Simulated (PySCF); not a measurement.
Computed shifts of a molecule C₅H₁₂Si, PySCF with PBE/pcSseg-1, GIAO, gas phase, atoms alike by connectivity averaged where their shifts nearly agree, in ppm (number of nuclei): ¹³C: 25.3 (1), 24.3 (1), 21.8 (1), 18.8 (1), 9.3 (1). ²⁹Si: -47.4 (1). ¹H: 4.36 (3), 1.69 (3), 1.65 (3), 1.32 (1), 1.24 (1), 0.47 (1). References: ¹³C against TMS (σ = 182.0 ppm); ²⁹Si against TMS (σ = 335.4 ppm); ¹H against TMS (σ = 31.49 ppm), references at their B3LYP-D3(BJ)/def2-TZVP geometries, non-relativistic. Geometry: PBE-D3(BJ)/def2-SVP. The values are those of a single conformer.

### Question
Pick the molecule that these values belong to.
A) [SiH3]CC1CCC1
B) C[SiH2]CC1CC1
C) C[C@@H]1C[C@@]1(C)[SiH3]
D) CC[SiH2]C1CC1

### Answer
C, C[C@@H]1C[C@@]1(C)[SiH3]
